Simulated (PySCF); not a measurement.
Broadened absorption spectrum of (2-ethoxyethyl)triethylphosphonium bis(trifluoromethanesulfonyl)imide

Species: (2-ethoxyethyl)triethylphosphonium bis(trifluoromethanesulfonyl)imide, C10H24OP (charge +1).
SMILES: `CCOCC[P+](CC)(CC)CC`

Theory: TDDFT CAM-B3LYP/def2-SVPD, vertical, gas phase, core orbitals frozen in the response (PySCF 2.14.0, density-fitted response routines). Geometry: PBE0-D3(BJ)/def2-SVP, one conformer, isolated ion.

Broadening: Gaussians 0.4 eV wide at half height, area fixed by f = 4.319×10⁻⁹ ∫ε dν̃. The width is an assumption, not a result. The curve ends short of the highest state used, and states not computed would add to its high-energy end.

(E (eV), ε (L mol⁻¹ cm⁻¹)): (6.91, 2), (6.99, 9), (7.07, 34), (7.15, 104), (7.22, 231), (7.30, 467), (7.38, 758), (7.45, 964), (7.53, 1032), (7.61, 888), (7.69, 620), (7.76, 398), (7.84, 253), (7.92, 275), (7.99, 457), (8.07, 877), (8.15, 1489), (8.22, 2054), (8.30, 2503), (8.38, 2603), (8.46, 2491), (8.53, 2503), (8.61, 2903), (8.69, 3642)

(1) Locate the maxima and give the states behind the curve.

(2) Coming from long wavelengths, where does ε first pass 100 L mol⁻¹ cm⁻¹?

Answers

(1) 165 nm (7.52 eV), ε about 1000, made up of S1 (100%); 148 nm (8.36 eV), ε about 2600, made up of S3 (75%) and S4 (18%) (ε in L mol⁻¹ cm⁻¹; maxima over ε = 5, shares over 10%). At its high-energy end, 8.69 eV, the curve is still rising (ε about 3600, from S6 and S7). The states used: S1 7.51 eV (f 0.015); S2 8.04 eV (f 0.0013); S3 8.31 eV (f 0.030); S4 8.44 eV (f 0.0079); S5 8.71 eV (f 0.0045); S6 8.80 eV (f 0.047); S7 8.92 eV (f 0.015); S8 9.16 eV (f 0.011); S9 9.27 eV (f 0.016); S10 9.29 eV (f 0.0084).

(2) At about 173 nm (7.15 eV), 0.37 eV below S1.
